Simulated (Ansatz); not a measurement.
Coupled-cluster diagnostics for nido-B6H10 (SH for H, site d on B) (B₆H₁₀S), Ansatz.

Geometry of the singlet (PBE0-D4/def2-SVP):

Cartesian coordinates in Å:
```
B 0.2025 -0.8902 1.2318
B 1.3495 0.2357 0.5931
B -1.2033 0.6781 -0.5701
B 0.4987 1.2568 -0.6175
B 0.1597 -0.4575 -0.5261
B -1.2825 -0.6323 0.5556
S 0.6012 -1.5991 -1.9293
H 0.6769 -1.8589 1.7588
H 2.5444 0.1765 0.6542
H -2.0013 0.9641 -1.4165
H 1.0126 1.8617 -1.5140
H 0.1489 -2.7235 -1.3362
H -2.2346 -1.3531 0.4332
H 0.7208 0.2247 1.7791
H 1.0985 1.5891 0.5000
H -0.6009 1.8839 -0.2764
H -1.6912 0.6439 0.6802
```

Correlated methods freeze 11 core orbitals. Another isomer (singlet) lies 0.25 eV lower at PBE0-D4/def2-TZVP; other spin states weren't run for this one.

(1) Estimate the CCSD(T) correlation energy, the shares of MP2 and (T), T1 and the reference's ⟨S²⟩ for: charge 0, singlet, own geometry in def2-SVP; and the rough time on 4 threads of Arm Neoverse V1 on a shared host.

Answers

(1) 
```json
{"state": "charge 0, singlet, own geometry", "basis": "def2-SVP", "correlation (eV)": "-23.334", "MP2 share (%)": "87.6", "(T) share (%)": "4.0", "T1": "0.011", "⟨S²⟩ (pure)": "0.00 (0.00)", "wall time": "31 s"}
```
Customary marks for T1 are 0.02 (closed shells), 0.045 (open shells) and about 0.05 (3d metals). T1 stays under 0.02 throughout.
